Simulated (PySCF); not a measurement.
mercury atom (Hg), singlet (core potentials on Hg). Base run: HF/def2-TZVP (PySCF).

Input for PySCF:
```python
from pyscf import gto, scf

mol = gto.Mole()
mol.atom = '''
    Hg    0.000000    0.000000    0.000000
'''
mol.basis = 'def2-tzvp'
mol.ecp = {'Hg': 'def2-tzvp'}
mol.charge = 0
mol.spin = 0
mol.verbose = 4
mol.build()

mf = scf.RHF(mol)
mf.kernel()
mf.analyze()
```

The base run was repeated with changes; each row names its change, and settings that it needs were set with it.

```json
[
 {"change": "base", "basis functions": "43", "E (Eh)": "-152.55433", "HOMO (eV)": "-8.89", "HOMO-LUMO gap (eV)": "10.22"},
 {"change": "basis = x2c-TZVPall; relativity = spin-free X2C; nucleus = Gaussian (with mol.nucmod = 'G'; without mol.ecp = {'Hg': 'def2-tzvp'})", "basis functions": "81", "E (Eh)": "-19619.91622", "HOMO (eV)": "-8.88", "HOMO-LUMO gap (eV)": "10.55"},
 {"change": "basis = x2c-SVPall; relativity = none (without mol.ecp = {'Hg': 'def2-tzvp'})", "basis functions": "69", "E (Eh)": "-15919.94145", "HOMO (eV)": "-4.44", "HOMO-LUMO gap (eV)": "4.67"},
 {"change": "basis = jorge-DZP-DKH; relativity = spin-free X2C; nucleus = Gaussian (with mol.nucmod = 'G'; without mol.ecp = {'Hg': 'def2-tzvp'})", "basis functions": "60", "E (Eh)": "-19589.26546", "HOMO (eV)": "-8.71", "HOMO-LUMO gap (eV)": "10.19"},
 {"change": "basis = x2c-TZVPall; relativity = spin-free X2C (without mol.ecp = {'Hg': 'def2-tzvp'})", "basis functions": "81", "E (Eh)": "-19623.42960", "HOMO (eV)": "-8.89", "HOMO-LUMO gap (eV)": "10.55"},
 {"change": "basis = x2c-SVPall; relativity = spin-free X2C; nucleus = Gaussian (with mol.nucmod = 'G'; without mol.ecp = {'Hg': 'def2-tzvp'})", "basis functions": "69", "E (Eh)": "-19618.92471", "HOMO (eV)": "-8.92", "HOMO-LUMO gap (eV)": "10.28"},
 {"change": "basis = jorge-DZP-DKH; relativity = none (without mol.ecp = {'Hg': 'def2-tzvp'})", "basis functions": "60", "E (Eh)": "-17987.95059", "HOMO (eV)": "-4.96", "HOMO-LUMO gap (eV)": "4.72"},
 {"change": "basis = x2c-TZVPall; relativity = none (without mol.ecp = {'Hg': 'def2-tzvp'})", "basis functions": "81", "E (Eh)": "-17659.23634", "HOMO (eV)": "-6.06", "HOMO-LUMO gap (eV)": "7.13"},
 {"change": "basis = jorge-DZP-DKH; relativity = spin-free X2C (without mol.ecp = {'Hg': 'def2-tzvp'})", "basis functions": "60", "E (Eh)": "-19592.22229", "HOMO (eV)": "-8.72", "HOMO-LUMO gap (eV)": "10.20"},
 {"change": "basis = x2c-SVPall; relativity = spin-free X2C (without mol.ecp = {'Hg': 'def2-tzvp'})", "basis functions": "69", "E (Eh)": "-19622.39695", "HOMO (eV)": "-8.93", "HOMO-LUMO gap (eV)": "10.29"}
]
```

Totals shift with the method and basis; they matter in differences.

Basis sets contracted for a relativistic Hamiltonian are a mismatch without it, so the rows without relativity aren't non-relativistic limits. No row has spin-orbit coupling; sets with core potentials leave out the core electrons.
